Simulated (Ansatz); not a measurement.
An input meant for Li₄Se₂⁺ (charge 1, doublet).

```yaml
crystal:
  periodic: [false, false, false]
  atoms:
    - {symbol: Li, position_ang: [-0.948329, 0.529426, 1.676738]}
    - {symbol: Li, position_ang: [-0.396540, 2.328210, -2.277197]}
    - {symbol: Li, position_ang: [-0.752476, -1.730722, -0.660450]}
    - {symbol: Li, position_ang: [1.945497, -0.237141, 0.390872]}
    - {symbol: Se, position_ang: [0.268206, -1.566481, 1.536126]}
    - {symbol: Se, position_ang: [-0.116347, 0.676698, -0.666099]}
basis:
  gaussian: {orbitals: aug-cc-pVDZ, final_grid: {core_spheres: 1, valence_spheres: 1, degree: 5}}
total_charge: 1
magnetization: {spin_polarized: true, initial_magnetization: 1}
hamiltonian: {xc: {name: r2SCAN}}
scf: {omitted_lower_state_checks: [starts]}
```

```sh
$ ansatz run in.yaml --threads 4 --pin off --events-out ev --progress --plain --max-ram 3916MiB
```

Shortened log:

```
Functional definition: r2SCAN
  name "r2SCAN"
  cite "Furness, Kaplan, Ning, Perdew & Sun, J. Phys. Chem. Lett. 11, 8208 (2020) doi:10.1021/acs.jpclett.0c02405"
  cite "Furness, Kaplan, Ning, Perdew & Sun, J. Phys. Chem. Lett. 11, 9248 (2020) doi:10.1021/acs.jpclett.0c03077"
  parent r2scan
  parameter k0 = 0.174
  parameter k1 = 0.065
  parameter a1 = 4.9479
  exchange = r2scan_x(k0 = k0, k1 = k1, a1 = a1)
  correlation = r2scan_c
these checks for a lower state are left out or cut short: starts
1558 factors; their error is unknown
mean field evaluation 1: about -131508.4413 eV, gradient 3.2e1 eV
mean field evaluation 2: about -131500.7321 eV, gradient 4.8e1 eV
mean field evaluation 4: about -131516.3712 eV, gradient 2.9e0 eV
mean field evaluation 8: about -131479.2572 eV, gradient 8.7e1 eV
mean field evaluation 16: about -131503.5645 eV, gradient 1.3e-1 eV
mean field evaluation 32: about -131503.5750 eV, gradient 2.4e-1 eV
mean field -131503.57685399 eV, -4832.6673130584 hartree, gradient 3.6e-5 eV, S^2 0.773982; 0 other end points of the search recorded, 0 dependent functions left out
reference -131503.57692888 eV, -4832.6673158105 hartree; 40, 39 occupied and 124, 125 virtual orbitals, 1558 factors
Total energy: -131503.57692888 eV, -4832.6673158105 hartree
Checks for a lower state left out: starts
```

In this input the integration grid is far too coarse. The calculation finished and met its thresholds. The result belongs to that input, not to the species as meant.
